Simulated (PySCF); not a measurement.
What binds InCl: the parts of the energy along the bond

State: ¹Σ⁺, singlet, closed shell. RHF-based CCSD(T) in PySCF 2.14 with In cc-pwCVDZ-PP with ECP28, Cl aug-cc-pV(D+d)Z and In cc-pwCVTZ-PP with ECP28, Cl aug-cc-pV(T+d)Z (frozen core orbitals: 9; scalar-relativistic core potentials). Correlation energies are extrapolated as n⁻³ (n = 2, 3), Hartree–Fock as (n+1)·exp(−9√n). CV is the change on freezing 5 orbitals instead, in In cc-pwCVTZ-PP with ECP28, Cl cc-pwCVTZ. All energies in eV from In + Cl.

| R (Å) | HF/CBS | CCSD corr. | (T) | CV | total |
| --- | --- | --- | --- | --- | --- |
| 2.1414 | -2.813 | -1.116 | -0.1460 | -0.0163 | -4.091 |
| 2.2388 | -3.187 | -1.080 | -0.1464 | -0.0130 | -4.427 |
| 2.3361 | -3.367 | -1.053 | -0.1472 | -0.0105 | -4.577 |
| 2.4335 | -3.414 | -1.031 | -0.1483 | -0.0085 | -4.602 |
| 2.5308 | -3.373 | -1.013 | -0.1492 | -0.0070 | -4.542 |
| 2.6525 | -3.243 | -0.992 | -0.1501 | -0.0055 | -4.390 |
| 2.7741 | -3.060 | -0.972 | -0.1503 | -0.0045 | -4.187 |

A fit to the total gives Re = 2.4079 Å, De = 4.606 eV, ωe = 316.4 cm⁻¹, Be = 0.1085 cm⁻¹ (masses 114.9039 and 34.9689 u).

**Question.** At R = 2.4335 Å the CCSD correlation energy is -0.454376 hartree in the smaller basis and -0.663977 in the larger. Extrapolate it.

**Answer.** (3³·E3 − 2³·E2)/(3³ − 2³) = -0.75223 hartree; the larger basis holds 88.3 % of it.

The T1 diagnostic is 0.015. The open-shell atoms are computed with UHF. Spin–orbit coupling, excitations beyond (T) and corrections to the Born–Oppenheimer picture are left out, and spin–orbit coupling matters for open p, d or f shells this heavy.
